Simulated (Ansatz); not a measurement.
Reactions of `C[N]1[CH2][GeH2]1`.

Program: Ansatz. Geometries: PBE0-D4/def2-TZVP. ΔE: electronic, gas phase. CBS: MP2 limit from def2 TZ/QZ plus the TZ coupled-cluster correction, frozen cores. This one scheme is used for every species. DFT in def2-TZVPP. B3LYP here is the variant with VWN-RPA as its local correlation; programs differ in this. For Ge outer-core shells are correlated without core-valence functions, which leaves a few kJ/mol of doubt a bond. Scalar relativity is left out up to krypton. Each species was taken in one conformer, which may not be the lowest.

| reaction | CCSD/CBS(def2) (kcal/mol) | B3LYP-D4 (kcal/mol) | B2PLYP (kcal/mol) | PBE0-D4 (kcal/mol) | CCSD(T)/CBS(def2) (kcal/mol) |
| --- | --- | --- | --- | --- | --- |
| `C[N]1[CH2][GeH2]1` → `C[CH2][Ge][NH2]` | -47.5 | -49.5 | -47.3 | -45.0 | -46.3 |
| `C[N]1[CH2][GeH2]1` + `O/C=C/[SiH3]` → `C[N]1[CH2][GeH]1[OH]` + `C=C[SiH3]` | -17.2 | -15.0 | -16.1 | -13.1 | -16.7 |
| `C[N]1[CH2][GeH2]1` + `B1[SiH2]S1` → `C[SiH]1BS1` + `[CH2]1[NH][GeH2]1` | -17.2 | -16.5 | -16.9 | -17.4 | -17.2 |
| `C[N]1[CH2][GeH2]1` + H–F → fluoromethane + `[CH2]1[NH][GeH2]1` | 6.7 | 4.8 | 4.7 | 6.1 | 7.4 |

Largest T1 diagnostic: 0.017, for `B1[SiH2]S1`.
